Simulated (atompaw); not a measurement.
Cutoff test, chromium, PAW (atompaw)

| Quantity | Value |
| --- | --- |
| Element | chromium |
| Generator | atompaw 4.2.0.5 |
| Type | PAW |
| Functional | LDA (PW92) |
| Relativity | scalar-relativistic |
| Frozen core | [Ne] |
| Valence charge | 14 |
| Reference configuration | 3s2 3p6 3d5 4s1 4p0 |
| Partial waves | 3s (bound): rc 1.10 bohr; 4s (bound): rc 2.20 bohr; 3p (bound): rc 1.60 bohr; 4p (bound, empty): rc 1.60 bohr; 3d (bound): rc 2.20 bohr; 3d channel at 0.2 Ry: rc 2.20 bohr |
| Local potential | vpsmatchnc scheme with l = 3 at -0.5 Ry, radius 1.65 bohr |
| Core correction | smooth core density matched at 1.25 bohr |
| Augmentation charge | sinc compensation charge, radius 1.70 bohr; PAW radius 2.20 bohr; waves and projectors: modrrkj vanderbiltortho |

The pseudo-atom Hamiltonian at the reference potential is diagonalised in spherical Bessel functions j_l(qr) that vanish at 20 bohr, with q² up to the cutoff. All-electron valence levels (Ry): 3s -5.4066, 4s -0.3081, 3p -3.3331, 4p -0.0793, 3d -0.2300.

How do the lowest levels (Ry) of each channel move with the cutoff, and are there ghosts?

```csv
cutoff (Ry),s #1,s #2,p #1,p #2,p #3,d #1,d #2,f #1,Σ f·Δε (mRy)
8,-4.2922,-0.2873,-2.2076,-0.0405,0.0628,-0.0602,0.0623,0.1075,9851.5
10,-4.8309,-0.3016,-2.6235,-0.0520,0.0581,-0.1550,0.0587,0.1075,5790.1
15,-5.2943,-0.3078,-3.1957,-0.0714,0.0519,-0.2238,0.0574,0.1075,1079.4
18,-5.3810,-0.3080,-3.2766,-0.0753,0.0508,-0.2292,0.0573,0.1075,393.7
25,-5.4042,-0.3080,-3.3300,-0.0789,0.0498,-0.2294,0.0573,0.1075,25.9
30,-5.4059,-0.3081,-3.3317,-0.0792,0.0497,-0.2298,0.0573,0.1075,10.4
35,-5.4059,-0.3081,-3.3319,-0.0792,0.0497,-0.2299,0.0573,0.1075,9.0
45,-5.4062,-0.3081,-3.3327,-0.0793,0.0497,-0.2299,0.0573,0.1075,3.0
50,-5.4064,-0.3081,-3.3329,-0.0793,0.0497,-0.2300,0.0573,0.1075,1.4
60,-5.4065,-0.3081,-3.3330,-0.0793,0.0497,-0.2300,0.0573,0.1075,0.8
70,-5.4065,-0.3081,-3.3330,-0.0793,0.0497,-0.2300,0.0573,0.1075,0.6
400,-5.4066,-0.3081,-3.3331,-0.0793,0.0497,-0.2300,0.0573,0.1075,0.0
```

Result: no extra level below or beside the all-electron valence levels (s, p, d, f tested); 10 mRy is reached at 35 Ry and 1 mRy at 55 Ry.
